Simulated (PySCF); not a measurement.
# Electron correlation in S⁺ (sulfur, charge +1)

[Ne] 3s1 3p3 3d1, high-spin 6D determinant (an excited configuration). Calculation: PySCF 2.14, in dyall-av3z; no relativity, point nucleus. Frozen: [Ne]; 5 electrons correlated; the 23 highest virtual orbitals of each spin left out.

```tsv
level	correlation energy (mhartree)
CCSD	-39.62
(T)	-0.46
CCSD(T)	-40.08
```

Diagnostics: T1 = 0.0033, D1 = 0.0072, largest double amplitude 0.031.

Question: Is a single reference adequate?

Answer: Yes: T1 lies below 0.03 and no double amplitude reaches 0.07.
